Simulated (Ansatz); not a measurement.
Consider the cleavage of the Si–Ge bond: `C[SiH]([GeH3])C#N` + H₂S → `C[SiH](S)C#N` + GeH₄.

Isolated molecules relaxed with PBE0-D4/def2-TZVP in Ansatz; ΔE leaves out vibrations. CCSD(T)/CBS is the MP2 limit (def2-TZVPP, def2-QZVPP) plus CCSD(T) − MP2 in def2-TZVPP, frozen cores. This one scheme is used for every species. DFT in def2-TZVPP. B3LYP here is the variant with VWN-RPA as its local correlation; programs differ in this. For Ge outer-core shells are correlated without core-valence functions, which leaves a few kJ/mol of doubt a bond. Scalar relativity is left out up to krypton. Each species was taken in one conformer, which may not be the lowest.

(1) Is it downhill or uphill in electronic energy at CCSD(T)/CBS, and by how much? (An estimate is asked.)

(2) What do these levels give: B3LYP-D4, ωB97M-V, r2SCAN, PBE0, MP2/CBS(def2), CCSD/CBS(def2)? (An estimate is asked.)

Largest T1 diagnostic among the species: 0.012.

Answers

(1) Ansatz gave: Downhill: ΔE = -10.1 kcal/mol.

(2) The calculation gave: B3LYP-D4 -10.1, ωB97M-V -11.0, r2SCAN -10.7, PBE0 -9.7, MP2/CBS(def2) -11.6, CCSD/CBS(def2) -10.1 kcal/mol.

In def2-TZVPP, CCSD(T) changes the Hartree–Fock value by +2.4 kcal/mol (the triples alone add −0.0 kcal/mol) and MP2 by +1.0 kcal/mol.
